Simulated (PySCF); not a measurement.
A species of formula C4H9FOSi has this rotational fingerprint, computed with CAM-B3LYP/def2-SVPD in PySCF (dipole) on a GFN2-xTB geometry, gas phase:

| Property | Result |
| --- | --- |
| Rotational constants | A = 4039, B = 1213, C = 954.3 MHz |
| Dipole components | \|μa\| = 1.31 D, \|μb\| = 1.02 D, \|μc\| = 0.01 D |
| Inertial defect | -12.06 u·Å² |
| κ | -0.83 |

Question: Which candidate fits, each taken in the one conformer that was computed?
A. `[CH3:1][O:2][SiH2:3]/[C:4]([CH3:5])=[CH:6]\[F:7]` with C1–O2–Si3–C4 180°, O2–Si3–C4–C5 -2°
B. `[CH2:1]=[C:2]([CH3:3])[O:4][SiH2:5][CH2:6][F:7]` with C1–C2–O4–Si5 180°, C2–O4–Si5–C6 180°, O4–Si5–C6–F7 180°

Answer: A. It is CO[SiH2]/C(C)=C\F, an asymmetric top. The candidates at the same level (rigid rotor, commonest isotopes):

```csv
SMILES,A (MHz),B (MHz),C (MHz),μa (D),μb (D),μc (D),Δ (u·Å²),point group,rotor
CO[SiH2]/C(C)=C\F,4039,1213,954.3,1.31,1.02,0.01,-12.06,near Cs,asymmetric top
C=C(C)O[SiH2]CF,6113,927.6,821.2,1.93,0.44,0.00,-12.10,Cs,near-prolate asymmetric top
```

`C=C(C)O[SiH2]CF` has A 51 % too high. No structure here is proved a minimum.
